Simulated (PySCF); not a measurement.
C5H7F5O.
Atom-mapped SMILES: `[CH3:1][O:2][C@H:3]([CH3:4])[C:5]([F:6])([F:7])[C:8]([F:9])([F:10])[F:11]` (hydrogens: H12, H13, H14 on C1; H15 on C3; H16, H17, H18 on C4)

The same species was optimised twice, with GFN2-xTB and with PBE0-D3(BJ)/def2-SVP (PySCF), and the same property calculations (PySCF, gas phase) were run on both structures.

| coordinate | GFN2-xTB | PBE0-D3(BJ)/def2-SVP | change |
| --- | --- | --- | --- |
| C3–C5 (Å) | 1.554 | 1.537 | -0.017 |
| C1–O2 (Å) | 1.415 | 1.403 | -0.012 |
| C3–C4 (Å) | 1.526 | 1.515 | -0.011 |
| C5–C8 (Å) | 1.551 | 1.543 | -0.008 |
| C5–F6 (Å) | 1.360 | 1.353 | -0.007 |
| C8–F11 (Å) | 1.334 | 1.327 | -0.007 |
| O2–C3 (Å) | 1.398 | 1.392 | -0.006 |
| C5–F7 (Å) | 1.354 | 1.349 | -0.005 |
| C8–F9 (Å) | 1.331 | 1.326 | -0.005 |
| C8–F10 (Å) | 1.332 | 1.330 | -0.002 |
| C4–C3–C5 (°) | 111.3 | 113.4 | +2.1 |
| F6–C5–F7 (°) | 105.3 | 107.3 | +2.0 |
| C3–C5–C8 (°) | 115.0 | 116.9 | +1.9 |
| C3–C5–F7 (°) | 111.0 | 109.5 | -1.5 |
| C5–C8–F10 (°) | 112.3 | 110.9 | -1.4 |
| C1–O2–C3 (°) | 115.9 | 117.0 | +1.1 |
| F10–C8–F11 (°) | 107.1 | 108.2 | +1.1 |
| C5–C8–F11 (°) | 110.7 | 109.7 | -1.0 |
| C1–O2–C3–C4 (°) | -155 | -158 | -3 |
| O2–C3–C5–F6 (°) | -81 | -74 | +7 |
| C3–C5–C8–F9 (°) | -72 | -68 | +4 |

Rotational constants: A = 1386, B = 1006, C = 907.1 MHz (GFN2-xTB) against A = 1420, B = 997.4, C = 909.2 MHz (PBE0-D3(BJ)/def2-SVP). Point groups within 0.08 Å: C1 and C1.

On the GFN2-xTB structure: HOMO (eV) -8.09 [PBE0/pcSseg-1]; LUMO (eV) 1.34 [PBE0/pcSseg-1]; dipole (D) 2.50 [PBE0/pcSseg-1]; GIAO shielding of C1 (ppm) 124.9 [PBE0/pcSseg-1]; GIAO shielding of O2 (ppm) 305.3 [PBE0/pcSseg-1]; GIAO shielding of C3 (ppm) 102.3 [PBE0/pcSseg-1]; GIAO shielding of C4 (ppm) 168.2 [PBE0/pcSseg-1]; GIAO shielding of C5 (ppm) 62.9 [PBE0/pcSseg-1]; GIAO shielding of F6 (ppm) 296.1 [PBE0/pcSseg-1]; GIAO shielding of F7 (ppm) 306.2 [PBE0/pcSseg-1]; GIAO shielding of C8 (ppm) 57.9 [PBE0/pcSseg-1].

Task: What do these properties become on the PBE0-D3(BJ)/def2-SVP structure?

Result: 
```json
{"property": "HOMO (eV)", "level": "PBE0/pcSseg-1", "on GFN2-xTB": "-8.09", "on PBE0-D3(BJ)/def2-SVP": "-8.04", "change": "+0.05"}
{"property": "LUMO (eV)", "level": "PBE0/pcSseg-1", "on GFN2-xTB": "1.34", "on PBE0-D3(BJ)/def2-SVP": "1.36", "change": "+0.02"}
{"property": "dipole (D)", "level": "PBE0/pcSseg-1", "on GFN2-xTB": "2.50", "on PBE0-D3(BJ)/def2-SVP": "2.19", "change": "-0.31"}
{"property": "energy, GFN2-xTB geometry as zero (kcal/mol)", "level": "PBE0/pcSseg-1", "on GFN2-xTB": "0.0", "on PBE0-D3(BJ)/def2-SVP": "-0.7", "change": "-0.7"}
{"property": "GIAO shielding of C1 (ppm)", "level": "PBE0/pcSseg-1", "on GFN2-xTB": "124.9", "on PBE0-D3(BJ)/def2-SVP": "124.4", "change": "-0.5"}
{"property": "GIAO shielding of O2 (ppm)", "level": "PBE0/pcSseg-1", "on GFN2-xTB": "305.3", "on PBE0-D3(BJ)/def2-SVP": "305.5", "change": "+0.2"}
{"property": "GIAO shielding of C3 (ppm)", "level": "PBE0/pcSseg-1", "on GFN2-xTB": "102.3", "on PBE0-D3(BJ)/def2-SVP": "103.8", "change": "+1.5"}
{"property": "GIAO shielding of C4 (ppm)", "level": "PBE0/pcSseg-1", "on GFN2-xTB": "168.2", "on PBE0-D3(BJ)/def2-SVP": "166.9", "change": "-1.3"}
{"property": "GIAO shielding of C5 (ppm)", "level": "PBE0/pcSseg-1", "on GFN2-xTB": "62.9", "on PBE0-D3(BJ)/def2-SVP": "65.9", "change": "+3.0"}
{"property": "GIAO shielding of F6 (ppm)", "level": "PBE0/pcSseg-1", "on GFN2-xTB": "296.1", "on PBE0-D3(BJ)/def2-SVP": "301.2", "change": "+5.1"}
{"property": "GIAO shielding of F7 (ppm)", "level": "PBE0/pcSseg-1", "on GFN2-xTB": "306.2", "on PBE0-D3(BJ)/def2-SVP": "312.8", "change": "+6.6"}
{"property": "GIAO shielding of C8 (ppm)", "level": "PBE0/pcSseg-1", "on GFN2-xTB": "57.9", "on PBE0-D3(BJ)/def2-SVP": "59.1", "change": "+1.2"}
```

The heavy atoms differ by 0.102 Å rms after alignment. Among bonds between heavy atoms C3–C5 changes most (-0.017 Å). Changes are differences of the printed values. Neither structure is proved a minimum here.

The values belong to the conformer `[CH3:1][O:2][C@H:3]([CH3:4])[C:5]([F:6])([F:7])[C:8]([F:9])([F:10])[F:11]`: C1–O2–C3–C4 -158°, O2–C3–C5–F6 -74°, C3–C5–C8–F9 -68°.
